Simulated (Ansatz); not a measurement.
Gas-phase electronic energies from Ansatz, PBE0-D4/def2-TZVP geometries. CBS: MP2 limit from def2 TZ/QZ plus the TZ coupled-cluster correction, frozen cores. DFT in def2-TZVPP. For Se outer-core shells are correlated without core-valence functions, which leaves a few kJ/mol of doubt a bond. Scalar relativity is left out up to krypton. Each species was taken in one conformer, which may not be the lowest.

Consider the ligand exchange at the Si–N bond: `CN[SiH2][SiH2]N` + H₂Se → `N[SiH2][SiH2][SeH]` + CH₃NH₂.

(1) Is it downhill or uphill in electronic energy at CCSD(T)/CBS, and by how much? (An estimate is asked.)

(2) What do these levels give: PBE0-D4, r2SCAN, PBE0, SCS-MP2/def2-TZVPP, MP2/def2-QZVPP, CCSD/CBS(def2)? (An estimate is asked.)

Largest T1 diagnostic among the species: 0.011.

Results:

(1) Ansatz gave: Downhill: ΔE = -29.5 kJ/mol.

(2) Computed: PBE0-D4 -32.7, r2SCAN -30.4, PBE0 -33.8, SCS-MP2/def2-TZVPP -24.2, MP2/def2-QZVPP -30.3, CCSD/CBS(def2) -28.6 kJ/mol.
